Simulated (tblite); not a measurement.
Run record: tight-binding relaxation, `[SiH3][N]([GeH3])[GeH2][CH]1CC1`.

Computed with GFN2-xTB geometry optimisation, gas phase (tblite 0.8.0). Start geometry: from a force field or distance geometry. The input is one job of a driver script: a line of settings, then coordinates in Å.

Command:
```bash
OMP_NUM_THREADS=1 python probes_run.py task.json out
```

Input:
```
{"job": {"kind": "relax", "xc": "GFN2-xTB", "basis": "xTB"}, "charge": 0, "multiplicity": 1}
Si    -1.932800     1.475000    -0.356900
N     -1.315700    -0.154300    -0.769800
Ge    -2.678100    -1.389800    -0.440400
Ge     0.097500    -0.451500     0.420400
C      1.805600    -0.576700    -0.507700
C      2.430900     0.769700    -0.758400
C      3.016800    -0.149500     0.275600
H     -1.127800     2.465700    -1.065000
H     -1.674800     1.638800     1.093500
H     -3.379500     1.602700    -0.577700
H     -3.541700    -1.628800    -1.705900
H     -3.522200    -0.794100     0.735700
H     -2.063600    -2.698500     0.124700
H     -0.145500    -1.689900     1.330600
H      0.247100     0.767700     1.395400
H      1.940400    -1.366000    -1.257500
H      1.902500     1.696800    -0.417500
H      3.068500     0.944600    -1.637900
H      3.968400    -0.620000    -0.041200
H      2.898800     0.168900     1.337600
```

Output:
```
step      E/eV     max force
  0    -585.55086    1.167
  1    -585.66109    0.922
  2    -585.79703    0.830
  3    -585.83247    0.666
  4    -585.91757    0.508
  5    -585.94226    0.499
  6    -585.99778    0.381
  7    -586.03716    0.488
  8    -586.09393    0.609
  9    -586.13199    0.367
... (111 lines left out)
121    -586.43861    0.019
122    -586.43867    0.013
123    -586.43871    0.016
124    -586.43875    0.012
125    -586.43879    0.014
126    -586.43882    0.017
127    -586.43886    0.016
128    -586.43889    0.013
129    -586.43892    0.010
130    -586.43894    0.009
```

«max force» is the largest atomic force in eV/Å.

Summary of the converged run: energy lowered by 20.5 kcal/mol over 130 steps; largest atomic force 0.009 eV/Å at the end.

Problem. Where do the atoms end?

Solution. 0.680 Å rms from the input after alignment:
```
atom  x, y, z in Å
Si1   -1.8528    1.5361   -0.3007
N2    -1.5354   -0.0736    0.2700
Ge3   -2.4867   -1.4522   -0.4451
Ge4    0.1283   -0.4449    0.9529
C5     1.5182   -0.4016   -0.4247
C6     2.2353    0.8939   -0.6788
C7     2.9529   -0.2306   -0.0164
H8    -1.2709    1.7691   -1.6321
H9    -1.2419    2.4383    0.6772
H10   -3.3097    1.6667   -0.3597
H11   -2.1415   -1.6897   -1.8923
H12   -3.9411   -1.1073   -0.3478
H13   -2.1660   -2.6816    0.3507
H14    0.0018   -1.7942    1.6251
H15    0.4105    0.6101    1.9965
H16    1.3423   -1.0258   -1.2948
H17    1.9663    1.7485   -0.0719
H18    2.5011    1.1491   -1.6943
H19    3.7114   -0.7599   -0.5744
H20    3.1728   -0.1401    1.0380
```

Problem. How long does this job take on one thread of an Arm Neoverse N1, shared host with 64 logical CPUs at a one-minute load of 57?

Solution. About 2.2 s.
Labels such as C1 count atoms from 1, the log's own numbers from 0.
